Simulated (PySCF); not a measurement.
A GIAO shielding run with PySCF (density fitting, non-relativistic, gas phase) on SMILES C=CO[Si@@H](C)SC=C, C$_{5}$H$_{10}$OSSi:

```
$ OMP_NUM_THREADS=1 python probes_run.py task.json out

{"job": {"kind": "nmr", "xc": "PBE0", "basis": "pcSseg-1"}, "charge": 0, "multiplicity": 1}
C      1.905178     1.617030    -1.975239
C      2.547131     0.848344    -1.117385
O      2.007800    -0.138637    -0.372311
Si     0.497202    -0.692753    -0.173614
C      0.659050    -1.915218     1.258241
S     -0.785120     0.981206     0.316486
C     -2.295545     0.166452     0.711474
C     -3.427874     0.819242     0.906363
H      0.848055     1.512681    -2.142404
H      2.423159     2.382078    -2.521293
H      3.609699     0.944158    -0.929805
H     -0.038487    -1.288982    -1.398315
H      1.349628    -2.712804     1.005604
H     -0.297003    -2.371064     1.494234
H      1.025945    -1.429305     2.158520
H     -2.224437    -0.906521     0.788842
H     -4.336575     0.299995     1.156852
H     -3.476567     1.890415     0.822092
```

Hardware: 1 thread of an Arm Neoverse V1, shared host. The job also computes population analyses, field gradients.

**Question.** How large is the calculation?

**Answer.** 78 electrons, 200 basis functions and 1082 auxiliary functions.

**Question.** How long does it take, and how much memory does it need?

**Answer.** 39 s of wall time, with 14 SCF cycles and 5 response iterations; peak memory 0.97 GiB. Times on a shared host scatter by some tens of per cent.
